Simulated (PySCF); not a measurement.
Isomers of CH4BN. Isolated molecules, 0 K electronic values unless said otherwise. One relaxed conformer stands for each flexible species; it need not be the lowest. Strings in code marks are SMILES.

Computed with PySCF with PBE-D3(BJ)/def2-TZVP // PBE0-D3(BJ)/def2-TZVP. 

```json
[
 {"species": "`C=BN`", "LUMO (eV)": "-0.34", "dipole moment (D)": "2.91"},
 {"species": "`CB=N`", "LUMO (eV)": "–", "dipole moment (D)": "0.75"},
 {"species": "`B=NC`", "LUMO (eV)": "-0.11", "dipole moment (D)": "0.62"},
 {"species": "`[H]/B=C/N`", "LUMO (eV)": "-2.43", "dipole moment (D)": "–"},
 {"species": "`BN=C`", "LUMO (eV)": "-2.00", "dipole moment (D)": "2.06"},
 {"species": "`[H]/N=C\\B`", "LUMO (eV)": "-3.13", "dipole moment (D)": "–"}
]
```
